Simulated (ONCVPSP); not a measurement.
# Transferability test, ONCV potential for phosphorus (P)

ONCVPSP 4.0.1 input, shortened (lines: element, Z, core and valence counts, functional; n l f; lmax; l rc ep ncon nbas qcut; lloc lpopt rc5 dvloc0; l nproj debl; icmod fcfact rcfact), PBE, scalar-relativistic:

```
  P 15.00    1    4        4      upf
    1    0    2.00
    2    0    2.00
    2    1    6.00
    3    0    1.00
    3    1    4.00
    2
    0    0.95    0.00    4    8   16.70
    1    1.00    0.00    3    7   11.40
    2    1.00    0.41    4    7   10.80
    4    5    0.65    0.00
    0    3    2.70
    1    3    3.30
    2    2    1.10
    3    4.25    1.55
```

Energies are relative to the spin-unpolarised reference configuration 2s2 2p6 3s1 3p4; without spin polarisation the order of configurations can differ from experiment.

```
valence configuration  charge  ΔE all-electron (eV)  error AE − PS (meV)
      2s2 2p6 3s2 3p2      +1                 1.195                 -1.1
      2s2 2p6 3s0 3p5       0                 8.666                 -1.0
```

**Question.** What are ΔE and the potential's error for 2s2 2p6 3s2 3p3?

**Answer.** ΔE = -8.534 eV all-electron; the error (AE − PS) is -1.9 meV.

**Question.** What are ΔE and the potential's error for 2s2 2p6 3s2 3p1?

**Answer.** ΔE = 20.342 eV all-electron; the error (AE − PS) is +3.3 meV.

Levels in the configuration 2s2 2p6 3s2 3p3:

```csv
level,all-electron (eV),pseudo (eV)
2s,-173.991,-173.904
2p,-124.493,-124.440
3s,-13.969,-13.965
3p,-5.507,-5.507
```
